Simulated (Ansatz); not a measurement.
Reaction (redistribution): `F[Si](F)([SeH])[SeH]` + `[F][SnH]([Cl])[Cl]` → `F[Si](F)(F)[SeH]` + `[Cl][SnH]([Cl])[SeH]`

Program: Ansatz. Geometries: PBE0-D4/def2-TZVP. ΔE: electronic, gas phase. CCSD(T)/CBS adds triple-zeta CCSD(T) − MP2 to the extrapolated MP2 energy (def2 sets, frozen cores). Functionals use def2-TZVPP. def2 core potentials past Kr. For Se, Sn outer-core shells are correlated without core-valence functions, which leaves a few kJ/mol of doubt a bond. Scalar relativity is left out up to krypton. One conformer a species, not always the lowest.

CCSD(T)/CBS gives -116.7 kJ/mol.

Q: Another level gave -110.5 kJ/mol. Which?
A. PBE0/def2-TZVPP
B. r2SCAN0/def2-TZVPP
C. LC-ωPBE/def2-TZVPP
D. revPBE/def2-TZVPP

A: A. PBE0 -110.5, r2SCAN0 -117.7, LC-ωPBE -103.5, revPBE -98.8 kJ/mol.

Largest T1 diagnostic among the species: 0.012.

At CCSD(T), def2-SVP lies +8.7 kJ/mol from the extrapolated value and def2-TZVPP −1.2 kJ/mol. From PBE to PBE0 (25 % exact exchange), in def2-TZVPP and without D4, ΔE moves by −9.8 kJ/mol.
